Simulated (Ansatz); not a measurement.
`CO[SiH2][SiH2]Cl` → `[SiH3]Cl` + `CO[SiH]` at 500 K and 1 bar (silylene formation by 1,1-elimination).

Gas-phase electronic energies from Ansatz, PBE0-D4/def2-TZVP geometries. CBS: MP2 limit from def2 TZ/QZ plus the TZ coupled-cluster correction, frozen cores. This one scheme is used for every species. One conformer a species, not always the lowest.

```
           species  CCSD(T)/CBS energy (Eh)  H − E (kJ/mol)  S (J/(mol·K))
`CO[SiH2][SiH2]Cl`              -1155.44170           261.1          472.6
        `[SiH3]Cl`               -750.69636            92.3          281.7
         `CO[SiH]`               -404.67988           158.5          317.8
```

H − E and S are ideal-gas, rigid-rotor, harmonic terms from PBE0-D4/def2-TZVP, for one conformer and one mirror image of each species. 1 Eh = 2625.50 kJ/mol, R = 8.31446 J/(mol·K).

**Question.** By hand: ΔE, ΔH, ΔS and ΔG.

**Answer.** ΔE = (-750.69636) + (-404.67988) − (-1155.44170) = 0.06546 Eh = 171.9 kJ/mol. Δ(H − E) = 92.3 + 158.5 − 261.1 = -10.3, so ΔH = 161.6 kJ/mol. ΔS = 281.7 + 317.8 − 472.6 = 126.9 J/(mol·K). ΔG = 161.6 − 500 × (126.9)/1000 = 98.1 kJ/mol.

**Question.** By hand: the equilibrium constant, and the temperature at which ΔG would vanish if ΔH and ΔS stayed fixed.

**Answer.** log₁₀ K = −ΔG/(RT ln 10) = -10.2. ΔG = 0 at ΔH/ΔS = 1273 K.

The number of gas molecules changes by +1, which sets the sign of ΔS. A doubt of 5 kJ/mol in ΔE shifts log₁₀ K by 0.5 here. Other conformers and mirror images would add mixing entropy, several J/(mol·K) or more a flexible species. Modes under 60 cm⁻¹, often nearly free rotors, make the harmonic entropy too high. These are equilibria of isolated gas molecules and say nothing of rates. Largest T1 diagnostic: 0.015 (customary marks: 0.02 for closed shells, 0.045 for open ones).
